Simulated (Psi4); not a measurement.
Psi4 was given this input:
```
memory 2 GB

molecule {
0 1
F    -0.00000000   -0.00000000   -0.09325170
H     0.00000000    0.00000000    0.83926531
}

set {
  basis sto-3g
  scf_type pk
  puream true
  d_convergence 1e-8
  dft_radial_points 99
  dft_spherical_points 590
}

energy('bhhlyp')
print_variables()
```

Question: What is the computed number of basis functions (Psi4 1.11 with BHHLYP/STO-3G)?

Answer: 6

Question: Predict the nuclear repulsion energy from BHHLYP/STO-3G.

Answer: 5.1072 Eh

Question: What total energy does BHHLYP/STO-3G give?

Answer: -98.9100 Eh

Question: What is the computed dipole moment (BHHLYP/STO-3G)?

Answer: 1.24 D
